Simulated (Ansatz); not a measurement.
Competing steps

Reactants: SiNH₄Cl ([NH2][SiH2][Cl]) + HF (brackets give SMILES or just the links). Saddle points were found for several chosen steps; others may exist. Gas-phase electronic energies, without zero-point energy, by CCSD(T) at an estimated basis limit (MP2 extrapolated from triple and quadruple zeta, plus CCSD(T) − MP2 in triple zeta); Ansatz 0.2.0, def2-TZVPP and QZVPP, frozen cores, on PBE0-D4/def2-TZVP structures. Extrapolation: Hartree–Fock as exp(−7.88 √X), correlation as X^−2.97. No counterpoise correction.

(1) Rank the steps by the energy of their saddle points, lowest first, and give each saddle's height above the lowest. (Judge from chemistry; the value comes from the calculation.)
A. four-centre ligand exchange, to SiNH₄F ([NH2][SiH2][F]) + HCl (breaks or loosens Cl–Si, F–H; forms Cl–H, F–Si)
B. four-centre ligand exchange, to SiH₂ClF ([F][SiH2][Cl]) + NH₃ (breaks or loosens F–H, N–Si; forms F–Si, H–N)

(2) Does the lowest of these saddles lead to the lowest end structure (the products still in contact)? (Judge from chemistry; the calculation decides.)

The T1 diagnostic stays at or below 0.012.

For scale, one of the runs: CCSD(T)/def2-TZVPP, 216 basis functions, launched by `ansatz run in.yaml --threads 4 --pin off --events-out ev --progress --plain --max-ram 9574MiB`. Time: 72 s of wall clock on 4 CPU threads of an Arm Neoverse V1; the host was shared. Peak host memory: 3.1 GiB.

Answers

(1) Computed: B (0.000 eV), A (0.463 eV). Heights count from the lowest.

The lowest of these saddles lies at 0.589 eV relative to the separated reactants.

(2) Computed: Yes. Relative to the separated reactants, the ends lie at -1.028 (SiH₂ClF ([F][SiH2][Cl]) + NH₃); -0.603 (SiNH₄F ([NH2][SiH2][F]) + HCl) eV.
